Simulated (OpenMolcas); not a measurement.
Fe2+, Ru2+, Os2+: d6 down the group

```
Program             : OpenMolcas
Method              : CASSCF
Basis               : ANO-R2
Scalar Hamiltonian  : X2C, finite nucleus
Spin-orbit coupling : state interaction with AMFI integrals over the reference wave functions, term energies averaged over their components
```

Active space for each ion: 6 electrons in 5 orbitals (d).

Computed levels in cm-1 above 5D4:

| Level | Fe2+ | Ru2+ | Os2+ |
| --- | --- | --- | --- |
| 5D3 | 435 | 1144 | 4478 |
| 5D2 | 745 | 1857 | 5256 |
| 5D1 | 946 | 2312 | 7212 |
| 5D0 | 1044 | 2532 | 7687 |
| 3H6 | 22580 | 17815 | 18506 |
| 3H5 | 22810 | 18222 | 18714 |
| 3P2(1) | 24727 | 19017 | 19026 |
| 3P1(1) | 26002 | 22310 | 32957 |
| 3F3(1) | 26105 | 20733 | 22062 |
| weight of 5D in the lowest level (%) | 100 | 99 | 89 |

Mixed levels, with the weight of the term that names them: Os2+ 3H5 (59 %), Os2+ 3P2(1) (67 %), Os2+ 3P1(1) (53 %), Os2+ 3F3(1) (60 %).

Measured, with the error of the calculation in %. Measured levels: Fe2+ from Corliss and Sugar, J. Phys. Chem. Ref. Data 11, 135 (1982); Ru2+ from Moore, Atomic Energy Levels, vol. III, NSRDS-NBS 35 (1971 reprint of NBS Circular 467, 1958).

```
 Level           Fe2+         Ru2+
   5D3     436 (-0.3)  1159 (-1.3)
   5D2     739 (+0.8)  1826 (+1.7)
   5D1     932 (+1.4)  2266 (+2.0)
   5D0    1027 (+1.7)  2476 (+2.3)
   3H6  20051 (+12.6)             
   3H5  20301 (+12.4)             
3P2(1)  19405 (+27.4)             
3P1(1)  20688 (+25.7)             
3F3(1)  21700 (+20.3)
```

The fine-structure level 5D0 changes by a factor of 7.36 from Fe2+ to Os2+.

Without spin-orbit coupling 3H lies 22364, 17260, 16113 cm-1 above 5D in that order; the difference to the level 3H6, of either sign, comes from spin-orbit coupling, which also lowers the zero.

Without dynamic correlation excited terms often stand tens of per cent too high (terms of higher spin than the ground term too low), and those without a measured partner can miss by more than the paired ones. Levels of configurations with an s electron are missing; early in the row they begin among the upper levels of the d shell and mix with terms of their name (holds for Ru2+). Configurations with an s electron lie low in 5d ions of this charge, fall among these levels and mix in, so low-spin terms can stand far too high, up to twice their true height, and weights are not those of the real levels (holds for Os2+). Measured partners are found by configuration, term and J. A level has none where our copy of the source lacks it or the pairing is in doubt (some pairs that miss far off the trend of their configuration count as doubtful), and it then counts in no deviation. Levels of configurations outside the active space are missing.

A number in round brackets counts repeated terms of one configuration in the order of the reference energies.
